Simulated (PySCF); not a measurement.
A GIAO shielding run with PySCF 2.14 (density fitting, non-relativistic, gas phase) on SMILES F[C@@H]1[C@H](C[SiH2]C)CC[SiH2]1, C6H15FSi2:

```
$ OMP_NUM_THREADS=1 python probes_run.py task.json out

{"job": {"kind": "nmr", "xc": "PBE0", "basis": "pcSseg-1"}, "charge": 0, "multiplicity": 1}
C     -3.921204    -0.609465    -0.038987
Si    -2.166833    -0.656888    -0.759719
C     -0.979125     0.044914     0.553196
C      0.499671    -0.200110     0.268649
C      1.406089     0.417853     1.339036
C      2.866880     0.217087     0.923653
Si     2.869252     0.504973    -0.959672
C      0.954130     0.354802    -1.083499
F      0.414467     1.624186    -1.281792
H     -4.228280     0.407580     0.185596
H     -3.992692    -1.184653     0.879327
H     -4.638993    -1.020901    -0.740771
H     -2.126177     0.124787    -1.999980
H     -1.789482    -2.049294    -1.060681
H     -1.213115    -0.383777     1.531048
H     -1.138445     1.121686     0.641561
H      0.688865    -1.279799     0.235179
H      1.205771    -0.022423     2.318197
H      1.186702     1.486156     1.401791
H      3.522531     0.884497     1.480480
H      3.178568    -0.801566     1.161055
H      3.287768     1.843888    -1.365568
H      3.540508    -0.554084    -1.715067
H      0.561412    -0.249683    -1.905476
```

Hardware: 1 thread of an Arm Neoverse N1, shared host. The job also computes population analyses, field gradients, ring-centre shieldings.

**Question.** How large is the calculation?

**Answer.** 88 electrons, 242 basis functions and 1299 auxiliary functions.

**Question.** How long does it take, and how much memory does it need?

**Answer.** 2.1 min of wall time, with 12 SCF cycles and 4 response iterations; peak memory 1.1 GiB. Times on a shared host scatter by some tens of per cent.
